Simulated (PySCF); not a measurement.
# BeI₂: PBE0 against B3LYP

Base calculation in PySCF with density fitting and no spin–orbit coupling, PBE0/def2-TZVP (scalar-relativistic core potentials): singlet, D∞h, Be–I 2.162 Å (×2); wavenumbers 168, 175 (×2), 884 cm⁻¹; gap between the highest occupied and lowest empty levels 6.99 eV, polar-tensor charge of Be 0.83 e, atomisation energy (no zero-point energy) 682 kJ/mol.

Task: What changes on going to B3LYP/def2-TZVP (scalar-relativistic core potentials)?

Result: The point group stays the same. Changes: mean bond to Be +0.008 Å, highest wavenumber -18 cm⁻¹, lowest wavenumber -3 cm⁻¹, gap between the highest occupied and lowest empty levels -0.42 eV, polar-tensor charge of Be 0.00 e, atomisation energy (no zero-point energy) -29 kJ/mol. The new structure has Be–I 2.170 Å (×2), with wavenumbers 165, 178 (×2), 866 cm⁻¹.

The structures come from searches over a few start shapes, so lower isomers are not excluded.
